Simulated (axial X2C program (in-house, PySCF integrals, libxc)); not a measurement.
BTe: properties at the nuclei

Calculated with an axial X2C code built on PySCF integrals: two-component X2C with atomic mean-field Coulomb and Gaunt terms, Gaussian nuclei, basis Te dyall-cv3z, B dyall-v3z with contracted cores.

R = 1.956 Å (near the PBE0 minimum at charge 0 of the determinant lowest at the starting distance; the state shown can have its own minimum elsewhere).

Determinant lowest in the PBE0 search, Ω = 1/2 (⟨Sz⟩ = 0.49, ⟨Lz⟩ = 0.01 at PBE0), spin on the atoms Te -0.01, B 0.51:

```csv
level,Eeff magnitude (GV/cm),Ws magnitude Te (kHz),A∥/gI Te (MHz),qzz Te (a.u.),A∥/gI B (MHz),qzz B (a.u.),μ (D)
PBE0,2.09,2.36,249,2.28,397,-0.24,-0.15
HF,0.86,0.607,168,0.92,488,-0.30,0.25
TPSSh,1.92,2.15,267,2.52,396,-0.23,-0.21
PBE50,2.14,2.38,204,2.37,401,-0.27,0.09
LDA,1.7,1.91,332,2.19,399,-0.20,-0.38
```

Determinant 1.55 eV from it at PBE0 and this distance, Ω = 3/2 (⟨Sz⟩ = 0.50, ⟨Lz⟩ = 1.00 at PBE0), spin on the atoms Te 0.45, B 0.05:

| level | Eeff magnitude (GV/cm) | Ws magnitude Te (kHz) | A∥/gI Te (MHz) | qzz Te (a.u.) | A∥/gI B (MHz) | qzz B (a.u.) | μ (D) |
| --- | --- | --- | --- | --- | --- | --- | --- |
| PBE0 | 0.915 | 0.276 | 493 | -5.21 | 7.62 | -0.53 | -3.03 |
| HF | 3.48 | 1.57 | 380 | -4.03 | -9.48 | -0.49 | -2.23 |
| TPSSh | 0.892 | 0.262 | 504 | -5.11 | 8.17 | -0.53 | -3.02 |
| PBE50 | 1.12 | 0.356 | 498 | -5.07 | 6.29 | -0.55 | -2.97 |
| LDA | 0.539 | 0.126 | 536 | -5.47 | 8.89 | -0.52 | -3.07 |

Eeff is the effective electric field on the electron electric dipole moment in this Ω state and Ws the scalar–pseudoscalar constant of the nucleus named (defined with the proton number Z and per Ω); A∥ (defined per Ω) follows by multiplying with gI = μI/(I μN); qzz is the electric field gradient, eQq0 = 234.96 MHz × Q/barn × qzz; μ is positive if the B end (last atom) is positive. The operators were transformed with the bare-nucleus X2C matrices; with these basis sets, hyperfine constants and field gradients can be off by tens of per cent, and where levels differ in sign neither size nor sign is settled.

(1) With gI(125Te) = -1.7770, gI(11B) = 1.7924, Q(11B) = 0.04059 barn (g factors from the IAEA table of nuclear moments by Stone; Q from Pyykkö, Mol. Phys. 2018), turn the PBE0 values of the first state into constants in MHz.

Each state is one determinant with collinear spin. Unrestricted Hartree–Fock can overshoot spin polarisation at the nuclei. In the state Ω = 3/2 the sign of Eeff differs between levels (HF against PBE0). Where Eeff spreads by more than a factor of two the levels disagree and none is to be relied on. The search compared states at one distance, so a state with another bond length can lie lower. The sign of Ws at Te differs between levels in the second state. Where a field gradient or hyperfine factor spreads by more than a factor of two over the levels, a constant derived from it is not to be relied on. PBE0 term energies can be off by some tenths of an eV.

Results:

(1) A∥(125Te) = 249 × -1.7770 = -442 MHz; A∥(11B) = 397 × 1.7924 = 712 MHz; eQq0(11B) = 234.96 × (0.04059) × (-0.24) = -2.29 MHz.
